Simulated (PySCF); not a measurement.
## Heteronuclear NMR

Mapped SMILES: `[CH3:1][N:2]([CH3:3])[Si@@H:4]([SiH3:5])[PH2:6]`. Hydrogens are named by the atom that carries them.

In vacuum, non-relativistic Hamiltonian, one conformer, fast rotation and ring inversion assumed for equivalent nuclei. PBE0/pcSseg-1 with gauge-including orbitals; structure optimised with GFN2-xTB; PySCF 2.14.0 with density-fitted response routines.

(1) Where does ³¹P resonate?

(2) What are the ²⁹Si shifts?

(3) What are the ¹⁵N shifts?

Answers

(1) 
```json
{"atoms": "P6", "environment": "phosphorus bonded to Si, 2 H", "σ (ppm)": "609.1", "δ (ppm)": "-234.5"}
```

Shieldings were converted by a linear fit to measured shifts: ³¹P (scatter 18.1 ppm rms vs H3PO4, solution or neat liquid). Occasional misses reach two or three times the rms, and more in compound classes unlike the fitted ones.

On a 600 MHz spectrometer ³¹P resonates near 242.9 MHz, so 1 ppm is 242.9 Hz.

(2) 
```
atoms                    environment  σ (ppm)  δ (ppm)
  Si4  silicon bonded to N, P, Si, H    371.3    -25.2
  Si5      silicon bonded to Si, 3 H    462.0    -99.8
```

Shieldings were converted by a linear fit to measured shifts: ²⁹Si (scatter 8.9 ppm rms, 25.8 ppm with the 6 outliers that the fit left out vs TMS, solution or neat liquid). A few per cent of atoms miss by over 2 rms, more outside the fitted compound classes.

On a 600 MHz spectrometer ²⁹Si resonates near 119.2 MHz, so 1 ppm is 119.2 Hz.

(3) 
| atoms | environment | σ (ppm) | δ (ppm) |
| --- | --- | --- | --- |
| N2 | nitrogen bonded to 2 C, Si | 256.7 | -384.6 |

Shieldings were converted by a linear fit to measured shifts: ¹⁵N: δ = -148.07 − 0.921σ (rms 6.3 ppm, 71 shifts vs CH3NO2, solution or neat liquid). A few per cent of atoms miss by over 2 rms, more outside the fitted compound classes.

On a 300 MHz spectrometer ¹⁵N resonates near 30.4 MHz, so 1 ppm is 30.4 Hz.
